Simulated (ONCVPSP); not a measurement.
**What one change does to a pseudopotential (tin, ONCV)**

```
Element                 : tin
Generator               : ONCVPSP 4.0.1
Type                    : optimised norm-conserving Vanderbilt (ONCV)
Functional              : PBE
Relativity              : fully relativistic
Frozen core             : [Ar] 3d10
Valence charge          : 22
Reference configuration : 4s2 4p6 4d10 5s2 5p2
Partial waves           : 4s+5s: rc 1.55 bohr, ncon 3, nbas 6, qcut 7 1/bohr, 2 projectors; 4p+5p: rc 1.60 bohr, ncon 4, nbas 8, qcut 11 1/bohr, 2 projectors; 4d: rc 1.50 bohr, ncon 3, nbas 8, qcut 12.4 1/bohr, 2 projectors, debl 3.1 Ha
Local potential         : polynomial inside 1.15 bohr (lpopt 5, dvloc0 0 Ha)
Core correction         : polynomial model core, fcfact 0.7
```

Open shells are filled in proportion to 2j + 1.

Change: all radii but the core radius scaled by about 0.91 (s 1.42, p 1.46, d 1.36 bohr); local potential polynomial inside 1.04 bohr (lpopt 5, dvloc0 0 Ha).

Cutoffs: the cutoffs (Ha) at which the residual kinetic energy of the hardest occupied pseudo-wave falls to 1 and 0.1 mHa per electron; they do not see the model core or the augmentation charge, which bear on the density cutoff. Errors are all-electron minus pseudo energies relative to the spin-unpolarised reference configuration.

Q: What does the change do?

A: The potential gets neither clearly harder nor softer (43 Ha and 51 Ha → 45 Ha and 53 Ha); the d channel sets the loose cutoff, while the largest relative change is in s, which becomes harder; of the 4 tests that both files solve, the error grows in 0 and shrinks in 2 by more than 15 % and 0.3 meV (median size 1.8 → 1.4 meV); neither file shows a bound ghost.

| quantity | base | changed |
| --- | --- | --- |
| cutoff, loose | 43 Ha | 45 Ha |
| cutoff, tight | 51 Ha | 53 Ha |
| loose cutoff by channel | s 16 Ha, p 27 Ha, d 43 Ha | s 19 Ha, p 25 Ha, d 45 Ha |
| bound ghosts | none | none |
| GHOST(+) flags under 300 eV | none | s at 196.6 eV |
| error for 4s2 4p6 4d10 5s2 5p1, meV [ΔE 6.89 eV] | +0.2 | +0.3 |
| error for 4s2 4p6 4d10 5s2 5p0, meV [ΔE 20.86 eV] | +0.6 | +0.8 |
| error for 4s2 4p6 4d10 5s1 5p0, meV [ΔE 51.83 eV] | -3.0 | -2.1 |
| error for 4s1 4p6 4d10 5s2 5p2, meV [ΔE 142.13 eV] | -626 | -520 |
| rms error of d²Exc/dni dnj with the model core, mHa | 3.02 | 3.02 |
